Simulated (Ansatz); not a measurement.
Reaction (hydrogenolysis of the Se–Si bond): `[SiH3][Se][GaH2]` + H₂ → `[GaH2][SeH]` + SiH₄

Calculated with Ansatz (gas phase, PBE0-D4/def2-TZVP geometries, no zero-point term in ΔE). CCSD(T)/CBS is the MP2 limit (def2-TZVPP, def2-QZVPP) plus CCSD(T) − MP2 in def2-TZVPP, frozen cores. This one scheme is used for every species. DFT in def2-TZVPP. For Ga, Se outer-core shells are correlated without core-valence functions, which leaves a few kJ/mol of doubt a bond. Scalar relativity is left out up to krypton.

| level | ΔE (kJ/mol) |
| --- | --- |
| LC-ωPBE | 33.9 |
| HF/CBS(def2) | 18.2 |

Task: What does CCSD(T)/CBS give? (An estimate is asked.)

Result: Ansatz gave: +45.3 kJ/mol. The listed levels differ from it by -11.4, -27.1 kJ/mol.

Largest T1 diagnostic among the species: 0.012.

At CCSD(T), def2-SVP lies −24.2 kJ/mol from the extrapolated value and def2-TZVPP −7.9 kJ/mol. Leaving LDA and LC-ωPBE aside and taking each functional with its dispersion term where it has one, the values, not all of them listed here, spread over 16.6 kJ/mol, from CAM-B3LYP-D4 to revPBE-D4. In def2-TZVPP, CCSD(T) changes the Hartree–Fock value by +18.9 kJ/mol (the triples alone add +4.8 kJ/mol) and MP2 by +30.2 kJ/mol.

CCSD(T)/CBS has its own doubt, a few kJ/mol and more with outer-core shells, so smaller differences from it don't rank the levels.
